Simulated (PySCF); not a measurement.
PySCF 2.14 output of an unrestricted PBE0 calculation on a single atom or ion in aug-cc-pVTZ-X2C (9s8p6d3f, 84 functions), with the spin-free X2C one-electron Hamiltonian (Gaussian nucleus):

```
SCF conv_tol = 1e-09
number electrons alpha = 28  beta = 27
    C. Adamo and V. Barone.,  J. Chem. Phys. 110, 6158 (1999)
    M. Ernzerhof and G. E. Scuseria.,  J. Chem. Phys. 110, 5029 (1999)
cycle= 1 E= -7785.73712975184  delta_E= -0.00223  |g|= 0.00793  |ddm|= 0.858
cycle= 2 E= -7785.73728667253  delta_E= -0.000157  |g|= 0.00224  |ddm|= 0.137
cycle= 3 E= -7785.73730406051  delta_E= -1.74e-05  |g|= 0.000637  |ddm|= 0.0334
cycle= 4 E= -7785.73730821932  delta_E= -4.16e-06  |g|= 3.63e-05  |ddm|= 0.0203
cycle= 5 E= -7785.73730822598  delta_E= -6.67e-09  |g|= 6.28e-06  |ddm|= 0.00143
cycle= 6 E= -7785.73730822635  delta_E= -3.64e-10  |g|= 1.34e-06  |ddm|= 0.000429
converged SCF energy = -7785.73730822635  <S^2> = 0.75000524  2S+1 = 2.0000052
```

The run itself started from symmetry-adapted Hartree-Fock orbitals and held the occupation by maximum overlap, on a logarithmic radial grid, so the iterations belong to that start.

Question: Which element, charge and spin multiplicity is this?

Answer: Cs (caesium, neutral), multiplicity 2; the state was [Xe] 6p1, 2P determinant (an excited configuration).

Spin-orbit coupling, absent here, splits the open shell strongly.
